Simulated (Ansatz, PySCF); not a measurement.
Gas-phase reaction in SMILES: C=C(C)CCC → C=C(C)C[CH]C + H atom (the C-H bond at the site shown breaks; other sites are not compared here)
Geometries: B3LYP-D3(BJ)/def2-TZVP minima from Ansatz (a first-principles code), one conformer each, not searched for the lowest. Frequencies are from Ansatz or PySCF.

Quantity: bond dissociation energy (enthalpy at 298 K, with B3LYP-D3(BJ) rigid-rotor harmonic-oscillator terms), in kJ/mol. Cores are frozen in the correlated levels unless marked. UHF or UKS for open shells. No spin-orbit coupling. No relativistic terms. CBS(X,Y): correlation extrapolated as X^-3; Hartree-Fock from the larger set. The bracket is a focal-point correction in the basis named.

| level | program | bond dissociation energy (kJ/mol) |
|---|---|---|
| PBE/def2-TZVPD | Ansatz | 389.5 |
| B3LYP/def2-TZVPD | Ansatz | 398.4 |

Q: Estimate the value at RI-MP2/CBS(cc-pVTZ,cc-pVQZ)+[CCSD(T)-MP2]/cc-pVTZ as computed with Ansatz.

A: 416.9 kJ/mol
